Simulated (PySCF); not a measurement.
A PySCF script (with the pyscf-properties extension) for the NMR shieldings of H₄Li₄, on a PBE0-D3(BJ)/def2-SVP geometry:

```python
import basis_set_exchange as bse
import numpy as np
from pyscf import gto, dft
from pyscf.prop import nmr

atoms = """
Li    1.340418    0.341608    0.647468
H     0.519781    1.458497   -0.553195
Li   -1.024104    1.074032    0.358269
H    -0.179351    0.061735    1.635568
Li   -0.482024   -1.354410    0.513382
H     1.105570   -1.156664   -0.388436
Li    0.167792   -0.058442   -1.516023
H    -1.448091   -0.366346   -0.697043
"""
names = dict.fromkeys(["Li", "H"], "pcSseg-1")
basis = {el: gto.basis.parse(bse.get_basis(n, elements=[el], fmt="nwchem")) for el, n in names.items()}
mol = gto.M(atom=atoms, basis=basis, charge=0, verbose=0)
mf = dft.RKS(mol, xc="PBE0")
mf.grids.level = 2
mf.grids.alignment = dft.numint.BLKSIZE   # the property module wants whole blocks of grid points
mf.conv_tol = 1e-9
mf.kernel()

calc = nmr.RKS(mf)   # GIAO
C = mf.mo_coeff
Co = C[:, mf.mo_occ > 0]
resp = mf.gen_response(singlet=True, hermi=2)
def vind(x):   # induced exchange potential for any number of trial vectors
    d = np.einsum("pi,xij,qj->xpq", C, 2 * x.reshape(-1, C.shape[1], Co.shape[1]), Co, optimize=True)
    return np.einsum("xpq,pi,qj->xij", resp(d - d.transpose(0, 2, 1)), C, Co, optimize=True).ravel()
mo1, _ = nmr.rhf.solve_mo1(calc, with_cphf=vind)
sigma = calc.kernel(mo1)
for i, s in enumerate(sigma):   # ppm
    print("%2d %-2s %9.2f" % (i, mol.atom_pure_symbol(i), np.trace(s) / 3))
```

Question: What does it print?

Answer: 
```
 0 Li     87.94
 1 H      28.02
 2 Li     87.94
 3 H      28.02
 4 Li     87.95
 5 H      28.01
 6 Li     87.94
 7 H      28.00
```

These numbers come from an equivalent density-fitted implementation of the same equations, which agrees with the script to about 0.01 ppm for H and up to a few tenths of a ppm for heavy atoms, so last digits may differ.

Size and cost of the density-fitted run: 68 basis functions, 1.8 s wall time on 1 thread of an Arm Neoverse V2, shared host.
